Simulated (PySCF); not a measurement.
C₆ coefficients of unlike pairs at PBE0

Calculated with PySCF 2.14 from the dipole response of each species, C₆(A,B) = (3/π) ∫ α_A(iu) α_B(iu) du, in atomic units, from isotropic polarisabilities. For ions this is the dispersion term alone; charge-induced terms of lower order in 1/R come first.

```
species           configuration                       basis     relativity  α (bohr³)  C₆ (like pair)
   Cr²⁺           [Ar] 3d4 (5D)     dyall-av2z (16s12p7d2f)           none      4.096           12.07
    N³⁺           [He] 2s2 (1S)  aug-cc-pwCVQZ (9s8p6d4f2g)           none      2.126           2.110
    O³⁺       [He] 2s2 2p1 (2P)    def2-QZVPPD (8s5p4d2f1g)           none      1.359           1.268
     As  [Ar] 3d10 4s2 4p3 (4S)   aug-cc-pVTZ-DK (7s6p4d2f)  spin-free X2C      31.55           267.2
```

Estimate C₆ for As with Cr²⁺.

The integral gives 50.03. The combination rule 2 C_A C_B / (C_A α_B/α_A + C_B α_A/α_B) gives 50.53 and the geometric mean 56.79.

No spin-orbit coupling is included.

The other pairs:

```csv
pair,C₆
"As, O³⁺",16.63
"As, N³⁺",22.98
"N³⁺, Cr²⁺",4.868
"O³⁺, Cr²⁺",3.901
"O³⁺, N³⁺",1.601
```
